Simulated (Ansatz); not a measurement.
Cartesian coordinates in Å:
```
C -0.090 1.416 0.210
C -0.577 -0.003 0.103
N 0.147 -0.829 -0.765
C 0.753 -1.879 -0.462
Zn 0.060 -1.526 1.515
H -0.642 1.935 0.996
H 0.974 1.459 0.455
H -0.241 1.967 -0.726
H -1.647 -0.074 -0.095
H 1.262 -2.465 -1.230
```

Charge 0, multiplicity 1.

List the PBE/def2-TZVPP orbital energies in eV (Ansatz 0.2.0). (An estimate is asked.)

Ansatz gave: Occupied: -9406.39, -1132.86, -998.67, -998.62, -998.59, -381.48, -270.00, -269.89, -268.87, -125.02, -82.45, -82.39, -82.28, -23.74, -18.88, -16.24, -13.11, -11.68, -11.40, -10.92, -10.72, -10.54, -10.47, -10.37, -10.09, -9.48, -9.13, -7.80, -5.43, -5.25. Lowest empty: -2.36, -1.83, -0.45, 0.31, 0.88, 1.61, 1.99, 2.29.
